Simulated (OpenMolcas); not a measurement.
A calculation on Si.

```yaml
Program: OpenMolcas 26.06
Method: "SS-CASPT2, IPEA 0.25 Eh, imaginary shift 0.1 Eh (closed shells correlated: 2s 2p)"
Basis: ANO-RCC-VTZP [5s4p2d1f]
Scalar_Hamiltonian: DKH2, point nucleus
Active_space: 4 electrons in 4 orbitals (3s 3p)
State_averaging: 2S+1 = 3 even, 3 roots; 2S+1 = 1 even, 6 roots; 2S+1 = 5 odd, 1 root; 2S+1 = 3 odd, 5 roots (0 in the spin-orbit step)
Spin-orbit_coupling: RASSI with atomic mean-field integrals over the reference wave functions, term energies averaged over their components
```

Problem. Which level of the active space comes out lowest?

Solution. 3s² 3p² ³P₀, with 100 % of that term; it is also the measured ground level.

Problem. How high does 3s² 3p² ¹S₀ lie?

Solution. 13830 cm⁻¹ above the lowest level; measured 15394 cm⁻¹ above the ground level, so the calculation is off by -10 %.

Problem. How high does 3s 3p³ ⁵S°₂ lie?

Solution. 29560 cm⁻¹ above the lowest level; measured 33326 cm⁻¹ above the ground level, so the calculation is off by -11 %.

Problem. How high does 3s² 3p² ³P₂ lie?

Solution. 195 cm⁻¹ above the lowest level; measured 223 cm⁻¹ above the ground level, so the calculation is off by -13 %.

Measured values: NIST Handbook of Basic Atomic Spectroscopic Data.

Terms of s pⁿ other than that of highest spin mix with s² pⁿ⁻² d, which this space lacks; all of them can be thousands of cm-1 off, and some have no real level of that name. Measured partners are found by configuration, term and J. A level has none where our copy of the source lacks it or the pairing is in doubt (some pairs that miss far off the trend of their configuration count as doubtful), and it then counts in no deviation. Only configurations of the active space appear.

° marks odd parity.
